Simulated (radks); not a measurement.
Values are calculated unless marked as measured or tabulated.
Ionisation of K2+, [Ne] 3s2 3p5, to K3+, [Ne] 3s2 3p4, under several functionals. Dirac Kohn-Sham, spin-unpolarised, spherical densities, finite nucleus; open shells fill j = l - 1/2 first; a radial shooting solver on a logarithmic mesh with Libxc functionals.

| functional | E(K2+) (hartree) | Exc (hartree) | IE (eV) | -e(HOMO) (eV) | <r> HOMO (bohr) | IE error (eV) |
|---|---|---|---|---|---|---|
| XLYP | -601.14460 | -33.12919 | 46.664 | 38.985 | 1.359 | +0.860 |
| exchange-only LDA | -597.81222 | -29.72018 | 45.221 | 37.578 | 1.363 | -0.582 |
| HCTH/407 | -601.06537 | -33.08884 | 47.297 | 39.594 | 1.350 | +1.494 |
| AM05 | -599.38380 | -31.32701 | 46.689 | 39.012 | 1.356 | +0.886 |
| OLYP | -601.02444 | -33.03328 | 46.890 | 39.195 | 1.355 | +1.087 |

NIST Atomic Spectra Database: 45.803 eV (semi-empirical). Closest: exchange-only LDA. The Delta-SCF values span 2.08 eV, the total energies 3.33 hartree. The highest occupied level is 3p3/2. Spin polarisation and multiplet splitting are left out, so open shells lie too high by an amount that depends on their filling.

Beside tabulated values, note that spin-unpolarised runs miss the spin-polarisation part of the exchange energy of open shells.
